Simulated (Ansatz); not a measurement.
H2ISi (SMILES [SiH2]I) moved off its minimum; all values from Ansatz (a quantum-chemistry and plane-wave program), cores frozen in correlated methods. Open shells are unrestricted. Elements past Kr take the def2 small-core potentials, without spin–orbit coupling.
(charge 0, multiplicity 2)
```xyz
4

Si    -1.80246     0.05073     0.43577
I      0.55376    -0.02582    -0.12087
H     -2.39629     1.23541    -0.15493
H     -2.46427    -1.15130    -0.13614
```

Forces at PBE/def2-TZVPP (eV/Å):

| atom | Fx | Fy | Fz |
|---|---|---|---|
| Si1 | 0.093 | -0.559 | 0.415 |
| I2 | 0.315 | 0.002 | -0.063 |
| H3 | -0.325 | 0.767 | -0.320 |
| H4 | -0.082 | -0.211 | -0.033 |

Question: Give the forces (eV/Å), the total energy and the dipole at CCSD(T)/def2-TZVPPD.

Answer: 
| atom | Fx | Fy | Fz |
|---|---|---|---|
| Si1 | -0.108 | -0.563 | 0.119 |
| I2 | 0.296 | 0.003 | -0.040 |
| H3 | -0.222 | 0.543 | -0.180 |
| H4 | 0.034 | 0.017 | 0.101 |
Energy -587.0541 hartree, dipole 0.77 D.
